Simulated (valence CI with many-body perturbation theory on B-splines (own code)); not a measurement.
## Pr²⁷⁺: key properties

Computed by configuration interaction combined with many-body perturbation theory (CI+MBPT): four valence electrons over a frozen Dirac-Fock core [Ar] 3d10, radial functions for each j: 11 s, 11 p, 9 d, 7 f, 5 g, 2 h, 1 i, with the one-electron correlation potential Σ1 (screened to all orders), the two-electron term Σ2, the three-electron term Σ3, Breit, model QED; selected single and double excitations, second order for the rest (own B-spline code, finite nucleus).

The last digits are not significant, and no measured levels were compared; by estimate large intervals hold to a few tenths of a per cent, small ones and those within an open d or f shell to about a per cent.

Levels are named by their leading jj configuration (3d3/2^4 stands for four electrons in 3d with j = 3/2), which in mixed levels can hold well under half, so a name can repeat and another be missing.

Rates and lifetimes use the calculated energies. Strong lines usually hold to 10 to 20 %, long lifetimes can be off by a factor of two.

What is the ground level?

(4s^2 4p1/2^2) J=0, composition 74 % 4s2 4p2 3P + 25 % 4s2 4p2 1S.

Among levels below 1987200 cm⁻¹, which E1 lines absorb most strongly from the ground level?

to (4s^2 4p1/2 4d3/2) J=1 at 8.828 nm, f = 1.47; to (4s 4p1/2^2 4p3/2) J=1 at 13.07 nm, f = 0.430; to (4s 4p1/2 4p3/2^2) J=1 at 9.744 nm, f = 0.185.

What are the static dipole polarisabilities of the lowest levels?

(4s^2 4p1/2^2) J=0 0.114; (4s^2 4p1/2 4p3/2) J=1 0.124 (tensor 0.0048); (4s^2 4p1/2 4p3/2) J=2 0.124 (tensor 0.0075) bohr³, of which the core gives 0.00703.

How well does LS coupling describe the low levels?

Among the lowest 20 levels the leading LS term, summed over configurations, holds 65 % on average. For single configurations the figures are 61 % in LS and 86 % in jj coupling. Terms mix most in the J = 1 level at 1026200 cm⁻¹, where the leading one holds 40 %.

What is the ionisation energy?

987.1 eV; NIST lists 985 ± 4 eV (theoretical).

Name the longest-lived excited levels whose lifetime is computed, and their main decay.

(4s^2 4p1/2 4p3/2) J=2 at 222100 cm⁻¹ lives 879 μs, mostly by E2 to (4s^2 4p1/2^2) J=0; (4s^2 4p3/2 4d5/2) J=4 at 1296800 cm⁻¹ lives 10.6 μs, mostly by M1 to (4s^2 4p1/2 4d5/2) J=3; (4s^2 4p1/2 4p3/2) J=1 at 198440 cm⁻¹ lives 9.52 μs, mostly by M1 to (4s^2 4p1/2^2) J=0.

Where does the other parity begin?

At (4s 4p1/2^2 4p3/2) J=2, 681870 cm⁻¹.
